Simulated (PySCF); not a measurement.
Si(I)(Me)(OH)2 (CH₅IO₂Si), SMILES C[Si](O)(O)I.

Geometry: B3LYP-D3(BJ)/def2-SVP. This is a generated structure with no PubChem entry under its InChIKey; it may be hypothetical. The def2 effective core potentials stand for the cores of I; spin–orbit coupling is left out. One conformer was computed; it need not be the lowest.

All values below come from PBE/def2-TZVP (PySCF).

```json
{
  "total_energy": "-778.64530 hartree",
  "highest_occupied_level": "-6.45 eV",
  "lowest_empty_level": "-0.83 eV",
  "orbital_gap": "5.62 eV",
  "dipole_moment": "0.191 e·Å",
  "quadrupole, principal values (traceless, Buckingham form, about the centre of nuclear charge)": "-6.06, 0.11, 5.95 D·Å",
  "mean_static_polarisability": "77.4 bohr³ (11.47 Å³)",
  "polarisability_principal_values": "65.7, 70.4, 96.0 bohr³"
}
```
